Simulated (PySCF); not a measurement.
GeH₂, SMILES [GeH2] (connectivity only; charge and spin as stated), neutral, multiplicity 1.

Geometry: B3LYP-D3(BJ)/def2-TZVPD. The isomer is the one that the SMILES or the coordinates give; other isomers of the formula were not compared.

Method: TDA-CAM-B3LYP/def2-TZVPD in PySCF.

Vertical excitations. Gas-phase values at a fixed geometry. State labels are in the subgroup C2v.

```json
[
 {"state": "S1", "symmetry": "B1", "energy (eV)": "2.51", "λ (nm)": "493", "f": "0.017", "main pairs": "HOMO→LUMO 98 %"},
 {"state": "S2", "symmetry": "A2", "energy (eV)": "4.13", "λ (nm)": "300", "f": "0.000", "main pairs": "HOMO−1→LUMO 100 %"},
 {"state": "S3", "symmetry": "A1", "energy (eV)": "6.26", "λ (nm)": "198", "f": "0.225", "main pairs": "HOMO→LUMO+1 98 %"},
 {"state": "S4", "symmetry": "B2", "energy (eV)": "7.03", "λ (nm)": "176", "f": "0.214", "main pairs": "HOMO→LUMO+2 89 %"},
 {"state": "S5", "symmetry": "A1", "energy (eV)": "7.64", "λ (nm)": "162", "f": "0.000", "main pairs": "HOMO→LUMO+3 92 %"},
 {"state": "S6", "symmetry": "A2", "energy (eV)": "8.11", "λ (nm)": "153", "f": "0.000", "main pairs": "HOMO→LUMO+4 99 %"},
 {"state": "S7", "symmetry": "B2", "energy (eV)": "8.25", "λ (nm)": "150", "f": "0.397", "main pairs": "HOMO−1→LUMO+1 93 %"},
 {"state": "S8", "symmetry": "A1", "energy (eV)": "8.27", "λ (nm)": "150", "f": "0.098", "main pairs": "HOMO→LUMO+5 82 %, HOMO−1→LUMO+2 16 %"},
 {"state": "S9", "symmetry": "B1", "energy (eV)": "8.33", "λ (nm)": "149", "f": "0.181", "main pairs": "HOMO→LUMO+6 97 %"},
 {"state": "S10", "symmetry": "B2", "energy (eV)": "9.15", "λ (nm)": "136", "f": "0.008", "main pairs": "HOMO→LUMO+7 95 %"},
 {"state": "T1", "symmetry": "B1", "energy (eV)": "1.32", "λ (nm)": "936", "f": "0", "main pairs": "HOMO→LUMO 99 %"},
 {"state": "T2", "symmetry": "A2", "energy (eV)": "3.56", "λ (nm)": "348", "f": "0", "main pairs": "HOMO−1→LUMO 99 %"},
 {"state": "T3", "symmetry": "B2", "energy (eV)": "5.40", "λ (nm)": "230", "f": "0", "main pairs": "HOMO→LUMO+2 93 %"},
 {"state": "T4", "symmetry": "A1", "energy (eV)": "5.82", "λ (nm)": "213", "f": "0", "main pairs": "HOMO→LUMO+1 88 %"}
]
```
Triplets are in the Tamm–Dancoff approximation.
